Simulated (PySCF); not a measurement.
disilazane (H₇NSi₂), SMILES [SiH3]N[SiH3]. Heavy atoms are numbered as in [SiH3:1][NH:2][SiH3:3]. Hydrogens are named by the atom that carries them.

Geometry: PBE-D3(BJ)/def2-SVP.

Method: PBE0/pcSseg-1 (PySCF).

GIAO shieldings, no solvent; atoms alike by connectivity are averaged. δ = σ(ref) − σ: ²⁹Si against TMS (σ = 352.7 ppm); ¹⁵N against NH3 (σ = 267.4 ppm); ¹H against TMS (σ = 31.56 ppm), references at their B3LYP-D3(BJ)/def2-TZVP geometries, non-relativistic.

```csv
atoms,nucleus,count,δ (ppm)
Si1 (SiH3),²⁹Si,2,…
N2 (NH),¹⁵N,1,-0.5
H on Si1,¹H,6,5.19
H on N2,¹H,1,…
```

Problem. Complete the blanks. (The exact figures need the calculation; the answer reports its results.)

Solution. 
- Si1 (SiH3), δ (ppm): -44.3
- H on N2, δ (ppm): -0.42
